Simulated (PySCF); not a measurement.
C₂H₄BrFSi.
Numbering: `[F:1][C@@H:2]1[CH2:3][Si@H:4]1[Br:5]` (hydrogens: H6 on C2; H7, H8 on C3; H9 on Si4)

Method: PBE0-D3(BJ)/def2-SVP geometry optimisation, gas phase (PySCF); density fitting, grid level 1; the optimiser is geomeTRIC in internal coordinates, started from a GFN2-xTB structure.

At the end of the run (lengths in Å): Si4–H9 1.479, C2–Si4 1.865, C3–Si4 1.856, C3–H8 1.098, C3–H7 1.096, C2–H6 1.099, F1–C2 1.362, C2–Si4–Br5 120.0°, C3–Si4–Br5 120.3°, F1–C2–Si4 122.0°, F1–C2–C3 116.0°, F1–C2–C3–Si4 -115°, C2–C3–Si4–Br5 -105°, F1–C2–Si4–C3 106°, H9–Si4–C2–F1 3°, H7–C3–Si4–Br5 3°.

**Question.** These geometries were met on the way; a selection of coordinates is given. Order them by energy above the end point, lowest first.
A. Si4–H9 1.480, C2–Si4 1.872, C3–Si4 1.855, C3–H8 1.096, C3–H7 1.096, C2–H6 1.099, F1–C2 1.361, C2–Si4–Br5 119.3°, C3–Si4–Br5 119.5°, F1–C2–Si4 121.9°, F1–C2–C3 116.2°, F1–C2–C3–Si4 -115°, C2–C3–Si4–Br5 -105°, F1–C2–Si4–C3 107°, H9–Si4–C2–F1 5°, H7–C3–Si4–Br5 2°
B. Si4–H9 1.437, C2–Si4 1.889, C3–Si4 1.877, C3–H8 1.081, C3–H7 1.082, C2–H6 1.087, F1–C2 1.371, C2–Si4–Br5 114.3°, C3–Si4–Br5 115.7°, F1–C2–Si4 120.0°, F1–C2–C3 114.6°, F1–C2–C3–Si4 -113°, C2–C3–Si4–Br5 -101°, F1–C2–Si4–C3 105°, H9–Si4–C2–F1 -4°, H7–C3–Si4–Br5 6°
C. Si4–H9 1.480, C2–Si4 1.871, C3–Si4 1.861, C3–H8 1.098, C3–H7 1.097, C2–H6 1.099, F1–C2 1.358, C2–Si4–Br5 121.5°, C3–Si4–Br5 118.1°, F1–C2–Si4 120.5°, F1–C2–C3 115.7°, F1–C2–C3–Si4 -114°, C2–C3–Si4–Br5 -109°, F1–C2–Si4–C3 106°, H9–Si4–C2–F1 10°, H7–C3–Si4–Br5 -4°

**Answer.** A (0.006 eV), C (0.039 eV), B (0.083 eV).

| step | E above end (eV) | rms distance from the end, all atoms (Å) | largest force (eV/Å) | rms shift of all bonds from the end (Å) |
| --- | --- | --- | --- | --- |
| 3 | 0.006 | 0.023 | 0.226 | 0.002 |
| 2 | 0.039 | 0.044 | 0.510 | 0.003 |
| 0 | 0.083 | 0.072 | 1.694 | 0.020 |

Rows stand in the order of the answer.
